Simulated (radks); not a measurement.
Task: All-electron atom: Fe4+ in [Ar] 3d4. All-electron calculation, scalar-relativistic Kohn-Sham, r2SCAN, spin-polarised, spherical densities, finite nucleus; open shells are filled with parallel spins first; meta-GGA in the generalised Kohn-Sham scheme; Fermi nuclear charge, rms radius 3.7377 fm. Program: a radial shooting solver on a logarithmic mesh with Libxc functionals. Some entries of the table are withheld. Estimate them.

orbital  occ.  eigenvalue (eV)  <1/r> (bohr^-1)  <r^2> (bohr^2)
1s down     1        -7083.535            25.97        0.004599
1s up       1        -7083.504            25.97        0.004599
2s up       1        -891.4735            5.570         0.08399
2s down     1        -888.3511            5.585         0.08353
2p up       3        -766.9316              (1)         0.06829
2p down     3        -764.5590              (2)         0.06781
3s up       1        -158.3208            1.784          0.7220
3s down     1        -151.5525            1.767          0.7325
3p up       3        -122.3959            1.656          0.7978
3p down     3        -115.6529            1.638          0.8131
3d up       4         -65.7925            1.391           1.013
3d down     0         -58.8933            1.369           1.065

Result: 
(1) 2p up <1/r> (bohr^-1): 5.449
(2) 2p down <1/r> (bohr^-1): 5.462
